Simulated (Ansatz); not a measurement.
`F[Si](Cl)(Cl)I` + H₂O → `O[Si](F)(Cl)Cl` + HI at 500 K and 1 bar (formal hydrolysis of the Si–I bond).

Gas-phase electronic energies from Ansatz, PBE0-D4/def2-TZVP geometries. CCSD(T)/CBS adds triple-zeta CCSD(T) − MP2 to the extrapolated MP2 energy (def2 sets, frozen cores). This one scheme is used for every species. def2 core potentials past Kr. For I outer-core shells are correlated without core-valence functions, which leaves a few kJ/mol of doubt a bond. Each species was taken in one conformer, which may not be the lowest.

```
         species  CCSD(T)/CBS energy (Eh)  H − E (kJ/mol)  S (J/(mol·K))
`F[Si](Cl)(Cl)I`              -1606.08071            59.1          410.5
             H₂O                -76.37941            73.2          206.3
`O[Si](F)(Cl)Cl`              -1384.43664            95.1          392.9
              HI               -298.03592            28.6          221.6
```

H − E and S are ideal-gas, rigid-rotor, harmonic terms from PBE0-D4/def2-TZVP, for one conformer and one mirror image of each species. 1 Eh = 2625.50 kJ/mol, R = 8.31446 J/(mol·K).

By hand: ΔE, ΔH, ΔS and ΔG.

ΔE = (-1384.43664) + (-298.03592) − (-1606.08071) − (-76.37941) = -0.01244 Eh = -32.7 kJ/mol. Δ(H − E) = 95.1 + 28.6 − 59.1 − 73.2 = -8.6, so ΔH = -41.3 kJ/mol. ΔS = 392.9 + 221.6 − 410.5 − 206.3 = -2.3 J/(mol·K). ΔG = -41.3 − 500 × (-2.3)/1000 = -40.1 kJ/mol.

By hand: the equilibrium constant, and the temperature at which ΔG would vanish if ΔH and ΔS stayed fixed.

log₁₀ K = −ΔG/(RT ln 10) = 4.2. ΔG = 0 at ΔH/ΔS = 17957 K, far beyond where these terms or the molecules hold.

The number of gas molecules stays the same, so ΔS is small and ΔH decides. A doubt of 5 kJ/mol in ΔE shifts log₁₀ K by 0.5 here. Other conformers and mirror images would add mixing entropy, several J/(mol·K) or more a flexible species. These are equilibria of isolated gas molecules and say nothing of rates. Largest T1 diagnostic: 0.010 (customary marks: 0.02 for closed shells, 0.045 for open ones).
